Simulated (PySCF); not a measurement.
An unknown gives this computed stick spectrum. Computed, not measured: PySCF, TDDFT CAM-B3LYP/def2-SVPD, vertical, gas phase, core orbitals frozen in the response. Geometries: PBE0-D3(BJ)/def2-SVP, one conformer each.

```csv
state,E (eV),λ (nm),f
S1,5.95,208.4,0.0011
S2,7.77,159.6,0.027
S3,8.01,154.8,0.147
S4,8.28,149.7,0.0025
S5,8.56,144.9,0.0045
S6,8.58,144.4,0.0004
S7,8.61,144.0,0.0040
S8,8.76,141.6,0.0035
S9,8.83,140.4,0.0006
S10,8.90,139.3,0.0041
```

Problem. Which structure fits?
A. `CC(=O)OC1CCCCC1`
B. `C=C/C=C\C(F)=C(F)F`
C. `C=C/C=C\C1=CC=NC=C1`

Solution. A. Its S1, at 5.95 eV, is the highest among the candidates; the nearest of the others has S1 at 4.88 eV. S1 is HOMO→LUMO+1 (68%), HOMO→LUMO+2 (14%). Löwdin shares by element: HOMO oxygen 68%, carbon 15% or more (atoms not listed hold the other 17%); LUMO carbon 31% or more (atoms not listed hold the other 69%). At the same level the other candidates give, for their lowest levels:
- `C=C/C=C\C(F)=C(F)F`: 4.88 eV (f 1.007); 5.81 eV (f 0.001); 6.32 eV (f 0.017); 6.67 eV (f 0.003); 6.70 eV (f 0.003); T1 2.48 eV; HOMO -7.61, LUMO -0.66 eV
- `C=C/C=C\c1ccncc1`: 4.73 eV (f 0.586); 4.80 eV (f 0.059); 5.14 eV (f 0.024); 5.41 eV (f 0.000); 6.06 eV (f 0.079); T1 2.80 eV; HOMO -7.93, LUMO -0.78 eV
Triplets come from the Tamm–Dancoff approximation.
